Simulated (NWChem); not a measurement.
System: disulfane (H2S2); SMILES SS

```xyz
4

S      0.0207    -1.0361     0.0782
S     -0.0207     1.0361     0.0782
H     -0.9320    -1.2508    -0.8618
H      0.9320     1.2508    -0.8618
```
Atoms are numbered in this order, from 1.

All runs: NWChem. The geometry was optimised at PBE0/def2-SVP. Level: PBE0/def2-SVP with SMD (1 M gas to 1 M solution), gas-phase geometry.

Task: Predict the results for solvent water. Quantities: solvation free energy (kcal/mol); cavity-dispersion-structure term (kcal/mol); dipole in solution (D).

Result: solvation free energy (kcal/mol): -1.9
cavity-dispersion-structure term (kcal/mol): 0.7
dipole in solution (D): 1.86
